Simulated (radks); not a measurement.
Species: the technetium ion Tc+. Configuration: [Kr] 4d3 5s1 5p2 (not the ground configuration). All-electron calculation, Dirac Kohn-Sham, LDA (Slater exchange, Perdew-Wang correlation), spin-unpolarised, spherical densities, finite nucleus; open shells fill j = l - 1/2 first; Fermi nuclear charge, rms radius 4.4112 fm. Program: a radial shooting solver on a logarithmic mesh with Libxc functionals.

Radial electron density D(r) = 4 pi r^2 rho(r):

```
   r/bohr * D(r) (the largest magnitude, 67.6, reaches the edge; | marks zero)
 0.002791 |   *
 0.003224 |     *
 0.003723 |      *
   0.0043 |        *
 0.004966 |          *
 0.005735 |             *
 0.006676 |                *
  0.00771 |                   *
 0.008904 |                       *
  0.01028 |                           *
  0.01188 |                               *
  0.01372 |                                   *
  0.01584 |                                      *
  0.01829 |                                         *
   0.0213 |                                           *
  0.02459 |                                            *
   0.0284 |                                           *
   0.0328 |                                         *
  0.03788 |                                       *
  0.04375 |                                     *
  0.05053 |                                     *
  0.05835 |                                       *
  0.06793 |                                           *
  0.07846 |                                               *
  0.09061 |                                                    *
   0.1046 |                                                      *
   0.1208 |                                                    *
   0.1396 |                                                *
   0.1612 |                                         *
   0.1861 |                                    *
   0.2167 |                                  *
   0.2503 |                                    *
    0.289 |                                        *
   0.3338 |                                         *
   0.3855 |                                      *
   0.4452 |                               *
   0.5142 |                      *
   0.5938 |              *
   0.6913 |          *
   0.7983 |         *
    0.922 |         *
    1.065 |         *
     1.23 |       *
     1.42 |     *
     1.64 |   *
    1.894 |  *
    2.205 | *
    2.547 |*
    2.941 |*
    3.397 |*
    3.923 |*
     4.53 *
    5.232 *
    6.042 *
    7.034 *
    8.124 *
    9.382 *
```

D(r) has 4 maxima, at r = 0.0242, 0.106, 0.329, 0.907 bohr, and minima at 0.0485, 0.213, 0.818 bohr, inside which lie 2.06, 11.14, 29.52 electrons.
